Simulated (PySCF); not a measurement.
## Computed NMR parameters against published values

Geometry:
| atom | x (Å) | y (Å) | z (Å) |
| --- | --- | --- | --- |
| C1 | 1.521 | 0.661 | 0.431 |
| C2 | 0.717 | 0.103 | -0.737 |
| C3 | -0.270 | -0.951 | -0.295 |
| S4 | -1.689 | -0.170 | 0.502 |
| O5 | -2.660 | -1.163 | 0.829 |
| O6 | -1.316 | 0.773 | 1.504 |
| Cl7 | -2.467 | 0.908 | -1.050 |
| H8 | 2.110 | -0.125 | 0.899 |
| H9 | 0.859 | 1.091 | 1.176 |
| H10 | 2.200 | 1.434 | 0.082 |
| H11 | 0.169 | 0.909 | -1.229 |
| H12 | 1.398 | -0.331 | -1.474 |
| H13 | 0.134 | -1.627 | 0.454 |
| H14 | -0.707 | -1.512 | -1.115 |

Measured values that the calculation should reproduce: δ 13C C3 67.1; C2 18.4; C1 12.1 ppm (measured; solution, not stated per compound (mostly CDCl3 or CCl4); Pretsch, Buehlmann, Badertscher, Structure Determination of Organic Compounds, 4th ed. (2009)).

- GFN2-xTB structure
- PBE0/pcSseg-1 with gauge-including orbitals
- program: PySCF 2.14.0 with density-fitted response routines
- non-relativistic, one conformer, gas phase, fast rotation and ring inversion assumed for equivalent nuclei

Problem. What does the calculation give, and how does it compare?

Solution. 
Reference values: measured (solution, not stated per compound (mostly CDCl3 or CCl4); Pretsch, Buehlmann, Badertscher, Structure Determination of Organic Compounds, 4th ed. (2009)).
```
atoms  quantity  reference  computed  computed, scaled
   C3     δ 13C       67.1      72.3              68.3
   C2     δ 13C       18.4      20.6              17.9
   C1     δ 13C       12.1      13.7              11.2
```

Computed shifts are σ(ref) − σ with the named reference compound (TMS for H and C) calculated as an isolated molecule at the same level. The measured values may be among those fitted. Empirical linear scaling, fitted to shifts measured mostly in CDCl3 for H and C (δ vs TMS): 13C: δ = 179.97 − 0.974σ (rms 2.1 ppm, 958 shifts, 2.3 ppm with the 13 outliers that the fit left out). A few per cent of atoms miss by over 2 rms, more outside the fitted compound classes.

Problem. How far are the unscaled 13C shifts from the references?

Solution. Mean signed difference +3.00 ppm, mean absolute 3.00 ppm over 3 comparisons; the largest is +5.2 ppm at C3 (sp3 CH2 bonded to S).
